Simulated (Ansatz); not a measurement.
A run for Ansatz (a first-principles code): R-PBE/def2-TZVPP on CH4BClO (SMILES CB(O)Cl), a point of a torsion scan.

Ansatz 0.2 input:
```yaml
crystal:
  periodic: [false, false, false]
  atoms:
    - {symbol: C, position_ang: [-0.95520383, -0.07264980, -0.01895600]}
    - {symbol: B, position_ang: [0.30438881, 0.89730029, -0.09533065]}
    - {symbol: O, position_ang: [1.38845570, 0.78787574, 0.68092134]}
    - {symbol: Cl, position_ang: [0.34708658, 2.20206356, -1.23177286]}
    - {symbol: H, position_ang: [-1.72938499, 0.18605623, -0.73413395]}
    - {symbol: H, position_ang: [-0.66354583, -1.10479733, -0.20805303]}
    - {symbol: H, position_ang: [-1.40316072, -0.05137907, 0.97351452]}
    - {symbol: H, position_ang: [1.41505859, 0.08196110, 1.32707468]}
basis:
  gaussian:
    orbitals: def2-TZVPP
hamiltonian:
  xc: {name: PBE}
scf: {lower_state_search: off}
```

**Question.** What total energy does the run end on?

**Answer.** -600.5977 hartree.
